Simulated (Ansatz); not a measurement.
System: CdH, charge 0, multiplicity 2. The spin state was set by rule; other spins were not relaxed. SMILES: [CdH]
Geometry from a B3LYP-D3(BJ)/def2-TZVP (Ansatz, a quantum-chemistry and plane-wave program) optimisation:
```xyz
2

Cd     0.0000     0.0000    -0.0367
H      0.0000     0.0000     1.7618
```
Charge 0, spin multiplicity 2.

Parts of the frozen-core correlation energy in def2-SVP (Ansatz, hartree). Frozen orbitals: 4; correlated occupied orbitals by spin: 7 and 6; virtual: 25 and 26. Open shells are spin-unrestricted. No spin-orbit coupling. Past Kr the def2 sets carry scalar-relativistic core potentials.

```tsv
term	value
reference (HF)	-167.36676
MP2 opposite-spin	[?]
MP2 same-spin	[?]
CCSD correlation	[?]
(T)	-0.00498
CCSDT minus CCSD(T)	0.00002
CCSDT(Q) minus CCSD(T)	-0.00016
T1 diagnostic	0.020
largest doubles amplitude	0.060
<S^2> of the reference	0.775
```

Question: Some entries are withheld; supply them.

Answer: 
- MP2 opposite-spin, value: -0.17513
- MP2 same-spin, value: -0.10015
- CCSD correlation, value: -0.27415
